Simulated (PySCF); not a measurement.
This script is equivalent to a calculation on Sb²⁺ (antimony, charge +2).

```python
from pyscf import gto, scf, dft, mp, cc
import basis_set_exchange as bse
mol = gto.M(atom="Sb 0 0 0", charge=2, spin=1, symmetry="D2h",
            basis=gto.basis.parse(bse.get_basis("x2c-SVPall", elements=["Sb"], fmt="nwchem", header=False)),
            nucmod="G")
mf = scf.UHF(mol).sfx2c1e()
mf.irrep_nelec = {'Ag': (9, 9), 'B1g': (2, 2), 'B2g': (2, 2), 'B3g': (2, 2), 'B1u': (3, 3), 'B2u': (4, 3), 'B3u': (3, 3)}
mf.kernel()
```

Q: What total energy does it give?

A: -6476.35157 hartree (calculated).

Q: Which occupied shell lies highest, and where?

A: 5p α, at -24.358 eV.

Q: What is ⟨S²⟩, and what would a pure spin state give?

A: 0.758, against 0.75.
